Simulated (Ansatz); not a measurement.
Ansatz results at the PBE0-D4/def2-TZVP geometry: HOMO–LUMO gap (ωB97M-V/def2-TZVPP) 8.96 eV; LUMO energy (PBE/def2-TZVPP) -5.32 eV; size of the dipole moment (B3LYP/def2-TZVPP) 1.69 D.

**Question.** Which molecule gave them?
A. `[F][Mo]([F])([F])(=[S])[Cl]`
B. `[NH2][Mo](=[O])(=[O])[OH]`
C. `[O]=[Mo]([OH])([OH])([OH])[Cl]`
D. `[NH2][Mo](=[O])([F])=[S]`

**Answer.** A. The others give `[NH2][Mo](=[O])(=[O])[OH]`: 10.98, -2.77, 3.68; `[NH2][Mo](=[O])([F])=[S]`: 9.05, -3.62, 3.67; `[O]=[Mo]([OH])([OH])([OH])[Cl]`: 9.46, -4.21, 2.36.

B3LYP here is the variant with VWN-RPA as its local correlation; programs differ in this.
